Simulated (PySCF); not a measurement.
C5H12N2Si.
SMILES with atom numbers: `[CH3:1][SiH:2]([CH3:3])[N:4]1[CH2:5][CH2:6][CH:7]=[N:8]1`

Cartesian coordinates in Å at the GFN2-xTB level; atoms count from 1:
```
atom  x, y, z in Å
C1    -2.0758   -1.4030   -0.3659
Si2   -1.1674    0.1734   -0.9207
C3    -1.9829    1.7549   -0.2791
N4     0.4258    0.1333   -0.2324
C5     1.3520   -1.0076   -0.2306
C6     2.6716   -0.4099    0.2765
C7     2.2597    1.0309    0.4631
N8     1.0480    1.2595    0.1658
H9    -3.0766   -1.4395   -0.7836
H10   -1.5556   -2.2983   -0.6930
H11   -2.1695   -1.4524    0.7154
H12   -1.0828    0.1694   -2.3973
H13   -2.2164    1.6819    0.7785
H14   -2.9065    1.9586   -0.8103
H15   -1.3214    2.6038   -0.4100
H16    1.4370   -1.4154   -1.2412
H17    0.9619   -1.7886    0.4262
H18    3.4853   -0.5004   -0.4454
H19    3.0023   -0.8495    1.2191
H20    2.9061    1.8093    0.8197
```

Probes without a nucleus sit at each ring's centroid and 1 Å off its mean plane on both sides; NICS is minus the shielding there, NICSzz its component along the normal. Level: GIAO PBE0/pcSseg-1 (PySCF, non-relativistic, gas phase) on the GFN2-xTB geometry, one conformer.

Ring bond lengths (Å), with Mayer bond orders in brackets: N4–C5 1.470 (0.87), C5–C6 1.535 (1.04), C6–C7 1.510 (1.00), C7–N8 1.268 (1.83), N8–N4 1.347 (1.09).

Question: Give the NICS values of each ring in ppm.

Answer: 
```csv
ring,type,NICS(0),"NICS(1), two faces","NICS(1)zz, two faces",rms pucker (Å),"centre to ring atoms, mean (Å)"
N4–C5–C6–C7–N8,"5-membered ring with 2 N; formal bonds 1 double, 4 single",-2.9,-2.6 / -2.6,-3.5 / -3.5,0.01,1.21
```

Question: What can be read from them?

Answer: 
- N4–C5–C6–C7–N8: mean NICS(1)zz -3.5 ppm, shielded. C5, C6 have four or more neighbours, so the value isn't read as a sign of a π ring current.

Question: List the ring angles and the Hirshfeld charges of the ring atoms.

Answer: 
- N4–C5–C6–C7–N8: N4 111.0° (-0.119 e), C5 103.9° (-0.024 e), C6 100.2° (-0.074 e), C7 113.8° (-0.016 e), N8 111.1° (-0.104 e); sum 540.0° against 540° for a flat convex ring.

Time: 39 s; peak memory 0.91 GiB. Hardware: an Arm Neoverse V1 with one thread, shared host. This is the whole shielding run at PBE0/pcSseg-1, SCF included.
